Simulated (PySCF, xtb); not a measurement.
C₂H₅Zn, SMILES C[CH2][Zn] (connectivity only; charge and spin as stated), neutral, multiplicity 2.

Harmonic wavenumbers (cm⁻¹) from GFN2-xTB (xtb) at its own minimum, in rising order: 112, 170, 315, 479, 893, 918, 1063, 1124, 1223, 1409, 1462, 1498, 1507, 2910, 2964, 2964, 2990, 2993.

### Question
What does B3LYP-D3(BJ)/def2-SVP run with PySCF 2.14.0 give at its own minimum? (An estimate is asked for; the answer gives what the named calculation found.)

### Answer
178, 217, 327, 579, 885, 911, 1021, 1101, 1226, 1389, 1436, 1467, 1471, 2994, 3039, 3064, 3090, 3111. Paired by order, the mean absolute difference is 50 cm⁻¹ and the zero-point energies are 38.6 and 39.3 kcal/mol.
